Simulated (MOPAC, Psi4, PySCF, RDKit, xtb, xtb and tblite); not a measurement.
Two geometries of SMILES CSc1cccs1 (C₅H₆S₂), relaxed at GFN2-xTB with one dihedral held; other torsions can differ between them too.

Structure A

```
13

C     -2.6497     0.1626    -0.2439
S     -1.6012    -1.2426     0.2542
C     -0.0252    -0.4820     0.1652
C      1.0501    -0.9323    -0.5380
C      2.2038    -0.1445    -0.3342
C      1.9918     0.8841     0.5244
S      0.3848     0.9090     1.1317
H     -3.6732    -0.1966    -0.2276
H     -2.3754     0.4764    -1.2464
H     -2.5240     0.9753     0.4654
H      1.0064    -1.7896    -1.1844
H      3.1452    -0.3327    -0.8181
H      2.6789     1.6431     0.8415
```

Structure B

```
13

C      2.6765     0.1313    -0.2896
S      1.5876    -1.2147     0.2572
C      0.0359    -0.4048     0.2979
C     -0.2922     0.8846     0.0037
C     -1.6736     1.1379     0.1665
C     -2.3688     0.0506     0.5775
S     -1.3527    -1.3283     0.7804
H      3.6733    -0.2950    -0.3410
H      2.3679     0.4763    -1.2718
H      2.6538     0.9388     0.4360
H      0.4083     1.6331    -0.3164
H     -2.1198     2.0985    -0.0189
H     -3.4173    -0.0392     0.7774
```

Question: Which is lower in energy at the level DF-MP2 (frozen core)/cc-pVTZ // GFN2-xTB run with Psi4, and by how much?

Answer: A is lower, by 1.02 kcal/mol (dihedral C1–S2–C3–S7: 60° in A, 180° in B).

E(B) − E(A) in kcal/mol at the other levels, on the same two geometries: GFN2-xTB (xtb and tblite) -0.10; MMFF94 // GFN2-xTB (RDKit) 0.50; PBE0/def2-SVP // GFN2-xTB (Psi4) 1.00; PBE0-D3(BJ)/def2-SVP // GFN2-xTB (Psi4) 1.04; PBE/def2-SVP // GFN2-xTB (Psi4) 0.74; PBE-D3(BJ)/def2-SVP // GFN2-xTB (Psi4) 0.76; HF/cc-pVTZ // GFN2-xTB (Psi4) 1.14; UFF // GFN2-xTB (RDKit) 9.13; PM6, restricted, heats of formation // GFN2-xTB (MOPAC) -0.40; PM7, restricted, heats of formation // GFN2-xTB (MOPAC) -1.23; GFN1-xTB // GFN2-xTB (xtb) -1.07; restricted B3LYP/6-31G*, spherical d, density fitting // GFN2-xTB (PySCF) 1.34; restricted B3LYP/6-311+G**, spherical d, density fitting // GFN2-xTB (PySCF) 1.11; restricted Hartree-Fock/LANL2DZ, with its core potentials past Ne // GFN2-xTB (PySCF) 1.44; restricted B3LYP/3-21G // GFN2-xTB (PySCF) 1.64.
